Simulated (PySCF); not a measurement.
**How methods differ on the excitation energy of W**

W [Xe] 4f14 5d4 6s2 (5D) → W [Xe] 4f14 5d3 6s2 7s1 (5F), as a difference of total energies. Computed with PySCF 2.14 in aug-cc-pwCVDZ-PP with ECP60MDF, with a scalar-relativistic core potential. Correlated levels: valence: 5s2 5p6 frozen; valence and next inner shell: nothing frozen outside the core potential. The calculations carry no spin-orbit coupling.

| method | excitation energy (cm⁻¹) |
| --- | --- |
| UHF | 48618 |
| LDA | 56374 |
| PBE | 54904 |
| PBE0 | 54467 |
| M06 | 55328 |
| revPBE | 54719 |
| LC-wPBE | 53547 |
| MP2 (valence) | 52499 |
| SCS-MP2 (valence) | 49865 |
| MP2 (valence and next inner shell) | 52965 |
| SCS-MP2 (valence and next inner shell) | 50772 |

Estimate what BHandHLYP gives.

52316 cm⁻¹, closest to MP2 (valence) among the rows shown.

Estimate what r2SCAN gives.

55535 cm⁻¹, closest to M06 among the rows shown.

The promoted electron is Rydberg-like, and one or two diffuse shells describe it only roughly, which tends to raise the upper state.
